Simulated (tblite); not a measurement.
Compound: C8H17P.
Atom-mapped SMILES: `[CH2:1]=[CH:2][P:3]([CH2:4][CH3:5])[CH2:6][CH:7]([CH3:8])[CH3:9]` (hydrogens: H10, H11 on C1; H12 on C2; H13, H14 on C4; H15, H16, H17 on C5; H18, H19 on C6; H20 on C7; H21, H22, H23 on C8; H24, H25, H26 on C9)

Geometry (GFN2-xTB, Å), atoms numbered from 1 in this order:
```
atom  x, y, z in Å
C1    -2.747   -1.651    1.145
C2    -1.585   -1.354    0.585
P3    -1.018    0.368    0.360
C4    -1.941    0.682   -1.239
C5    -1.680    2.080   -1.782
C6     0.654   -0.021   -0.364
C7     1.657   -0.451    0.707
C8     1.964    0.710    1.645
C9     2.938   -0.967    0.053
H10   -3.083   -2.669    1.271
H11   -3.416   -0.882    1.496
H12   -0.912   -2.139    0.260
H13   -1.670   -0.079   -1.976
H14   -3.004    0.566   -1.007
H15   -0.630    2.210   -2.033
H16   -2.269    2.255   -2.681
H17   -1.948    2.831   -1.041
H18    1.024    0.879   -0.863
H19    0.539   -0.805   -1.120
H20    1.214   -1.264    1.297
H21    2.435    1.525    1.098
H22    2.635    0.397    2.442
H23    1.044    1.082    2.092
H24    2.731   -1.822   -0.588
H25    3.655   -1.273    0.810
H26    3.392   -0.186   -0.554
```

All values are computed: GFN2-xTB (tblite) harmonic vibrations without scaling, gas phase. Against measured fundamentals such values can be off by several per cent, at times by over 20. One conformer, not necessarily the lowest. The optimisation stopped once no atom felt more than 0.01 eV/Å.

Lowest wavenumbers of the output (negative numbers stand for imaginary wavenumbers):
```
mode    cm-1
  1     -28.6
  2      45.9
  3      70.2
  4      75.3
  5     127.6
  6     154.3
  7     194.2
  8     206.0
  9     211.4
 10     239.2
 11     262.2
 12     313.3
 13     317.8
 14     373.7
 15     399.8
```

Question: Is this structure a minimum?

Answer: Not by this Hessian. 1 mode is imaginary beyond 20i (29i cm⁻¹), so at this level the point lies at or near a first-order saddle. The curvature is small, so loose convergence or finite differences may be the whole cause.

Question: Which atoms move in the imaginary mode?

Answer: 29i: C1 (terminal =CH2 carbon) 36 %, H11 (vinylic hydrogen) 17 %, C8 (methyl carbon) 12 %. These are shares of the mass-weighted motion.

Question: What is the remedy?

Answer: Step along that mode in both directions, optimise again with tighter thresholds and repeat the frequencies. The zero-point energy of this point (142.9 kcal/mol) counts the 71 real modes alone, and thermal corrections from it aren't those of a minimum.
